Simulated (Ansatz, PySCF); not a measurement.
System: Cs2, net charge 1, doublet state. 
Coordinates optimised at B3LYP-D3(BJ)/def2-TZVP (Ansatz, a program for electronic structure):
SMILES: [Cs][Cs+]
```xyz
2

Cs     0.0000     0.0000    -2.9840
Cs     0.0000     0.0000     2.9840
```
Charge +1, spin multiplicity 2.

Total electronic energies in hartree. Valence correlation only, unless marked. Open shells are spin-unrestricted. Spin-orbit coupling is left out. The frozen core is the preceding noble-gas configuration, with the filled d and f shells of earlier blocks. The outer core of K, Ca and their heavier congeners is not correlated, a term that matters for these elements. Past Kr the def2 sets carry scalar-relativistic core potentials. CBS marks a two-point X^-3 extrapolation of the correlation energy; Hartree-Fock from the larger set.

```tsv
level	program	energy (Eh)
HF/def2-SVP	Ansatz	-39.60493
RI-HF/def2-TZVPP	Ansatz	-39.60533
RI-HF/def2-TZVPPD	Ansatz	-39.60750
RI-HF/def2-QZVPPD	Ansatz	-39.60788
PBE-D4/def2-TZVPD	Ansatz + dftd4	-40.18241
TPSS-D3(BJ)/def2-TZVPD	PySCF + dftd3	-40.18639
B97M-V/def2-TZVPD	Ansatz	-40.18655
B3LYP-D3(BJ)/def2-TZVPD	Ansatz + dftd3	-40.18664
B3LYP-D4/def2-TZVPD	Ansatz + dftd4	-40.18757
TPSSh-D4/def2-TZVPD	PySCF + dftd4	-40.18263
r2SCAN0/def2-TZVPD	Ansatz	-40.14984
HSE06-D3(BJ)/def2-TZVPD	Ansatz + dftd3	-40.16829
CAM-B3LYP-D4/def2-TZVPD	Ansatz + dftd4	-40.10811
CAM-B3LYP/def2-TZVPD	Ansatz	-40.10118
B2PLYP-D4/def2-TZVPD	Ansatz + dftd4	-39.94312
RPA@PBE/def2-QZVPP	Ansatz	-39.61427
MP2/def2-TZVPP	Ansatz	-39.60534
RI-MP2/def2-TZVPPD	Ansatz	-39.60750
RI-MP2/CBS(def2-TZVPPD,def2-QZVPPD)	Ansatz	-39.6079
CCSD/def2-TZVPPD	Ansatz	-39.60751
CCSD/def2-QZVPPD	Ansatz	-39.60789
CCSD(T)/def2-TZVPPD	Ansatz	-39.60751
CCSD(T)/CBS(def2-TZVPPD,def2-QZVPPD)	Ansatz	-39.6079
```

Totals of different functionals don't rank their quality; only differences between species are comparable.
